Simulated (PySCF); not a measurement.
How methods differ on the ionisation energy of O⁺

O⁺ [He] 2s2 2p3 (4S) → O²⁺ [He] 2s2 2p2 (3P), as a difference of total energies. Calculation: PySCF 2.14, in def2-TZVPPD (6s4p3d1f, 40 functions); the non-relativistic Hamiltonian (point nucleus). Correlated levels: valence: 1s2 frozen; valence and next inner shell: nothing frozen. The calculations carry no spin-orbit coupling.

```json
{"method": "UHF", "ionisation energy (eV)": "34.584", "plus first-order spin-orbit estimate": "34.556", "error of that sum (eV)": "-0.565"}
{"method": "LDA", "ionisation energy (eV)": "35.583", "plus first-order spin-orbit estimate": "35.556", "error of that sum (eV)": "+0.435"}
{"method": "PBE", "ionisation energy (eV)": "35.280", "plus first-order spin-orbit estimate": "35.253", "error of that sum (eV)": "+0.132"}
{"method": "PBE0", "ionisation energy (eV)": "35.316", "plus first-order spin-orbit estimate": "35.288", "error of that sum (eV)": "+0.167"}
{"method": "r2SCAN", "ionisation energy (eV)": "35.486", "plus first-order spin-orbit estimate": "35.458", "error of that sum (eV)": "+0.337"}
{"method": "HSE06", "ionisation energy (eV)": "35.309", "plus first-order spin-orbit estimate": "35.282", "error of that sum (eV)": "+0.161"}
{"method": "B2PLYP", "ionisation energy (eV)": "35.143", "plus first-order spin-orbit estimate": "35.115", "error of that sum (eV)": "-0.006"}
{"method": "BLYP", "ionisation energy (eV)": "35.081", "plus first-order spin-orbit estimate": "35.053", "error of that sum (eV)": "-0.068"}
{"method": "PW91", "ionisation energy (eV)": "35.386", "plus first-order spin-orbit estimate": "35.359", "error of that sum (eV)": "+0.238"}
{"method": "MP2 (valence)", "ionisation energy (eV)": "35.202", "plus first-order spin-orbit estimate": "35.174", "error of that sum (eV)": "+0.053"}
{"method": "SCS-MP2 (valence)", "ionisation energy (eV)": "34.950", "plus first-order spin-orbit estimate": "34.922", "error of that sum (eV)": "-0.199"}
{"method": "MP2 (valence and next inner shell)", "ionisation energy (eV)": "35.216", "plus first-order spin-orbit estimate": "35.189", "error of that sum (eV)": "+0.068"}
{"method": "SCS-MP2 (valence and next inner shell)", "ionisation energy (eV)": "34.960", "plus first-order spin-orbit estimate": "34.933", "error of that sum (eV)": "-0.188"}
```

Reference: 35.121 eV (measured; NIST Atomic Spectra Database, ionization energies).

A first-order spin-orbit estimate (lowest level to lowest level, LS coupling) adds -0.027 eV.

Errors of the correlated levels include the incompleteness of this basis and the frozen core.
